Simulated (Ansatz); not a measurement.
System: C$_{2}$H$_{4}$NO, charge 0, doublet. C2H4NO (SMILES C[N]C=O, doublet).
B3LYP-D3(BJ)/def2-TZVP minimum from Ansatz (a program for electronic structure):
```
N
C 1 1.3717
O 2 1.2194 1 123.77
H 2 1.1003 3 122.31 1 -173.53
C 1 1.4319 2 117.95 4 -153.05
H 5 1.0921 1 113.48 2 -4.28
H 5 1.0931 6 110.90 1 123.56
H 5 1.0983 6 109.46 7 116.47
```
Charge 0, spin multiplicity 2.

Hartree-Fock and CCSD(T) correlation energies in hartree (Ansatz). UHF or UKS for unpaired electrons; spin-orbit terms are left out. Cores are frozen in correlated methods. No relativity. The UHF reference of C2H4NO (C[N]C=O, doublet) is spin-contaminated (<S^2> up to 0.14 over the pure value in the sets run).

| basis | X | E(HF) | E(corr, CCSD(T)) |
|---|---|---|---|
| cc-pVTZ | 3 | -207.40384 | -0.78710 |
| cc-pVQZ | 4 | -207.41874 | -0.83486 |
| cc-pV5Z | 5 | -207.42232 | withheld |

### Question
Fit E(corr) = E∞ + A/X³ to X = 3 and 4, predict X = 5, and compare with the run.

### Answer
A = (-0.78710 - (-0.83486))/(1/27 - 1/64) = 2.2305; E∞ = -0.83486 - A/64 = -0.86971; at X = 5, E∞ + A/125 = -0.85187. The run gave -0.85114, 0.73 mEh above the prediction. The same form on X = 4 and 5 gives E∞ = -0.86822, 1.49 mEh above the first estimate.
